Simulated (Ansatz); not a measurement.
Molecule: sum formula FeOFH, charge 0, multiplicity 5. The spin state was set by rule; other spins were not relaxed. SMILES: [OH][Fe][F]
Structure (B3LYP-D3(BJ)/def2-TZVP (Ansatz, a quantum-chemistry and plane-wave program) minimum search):
```xyz
4

Fe     0.0098     0.0069    -0.0118
F      1.1358     0.9823    -0.9668
O     -1.1322    -1.0074     0.8995
H     -1.4195    -0.9617     1.8124
```
Charge 0, spin multiplicity 5.

Parts of the frozen-core correlation energy in 6-31G* (Ansatz, hartree). Frozen orbitals: 11; correlated occupied orbitals by spin: 13 and 9; virtual: 44 and 48. Open shells are spin-unrestricted. No spin-orbit coupling. Non-relativistic.

```
term                             value
-------------------------  -----------
reference (HF)             -1437.23831
MP2 opposite-spin             -0.32408
MP2 same-spin                 -0.15720
CCSD correlation              -0.49355
(T)                           -0.00943
T1 diagnostic                    0.025
largest doubles amplitude        0.042
<S^2> of the reference           6.013
```
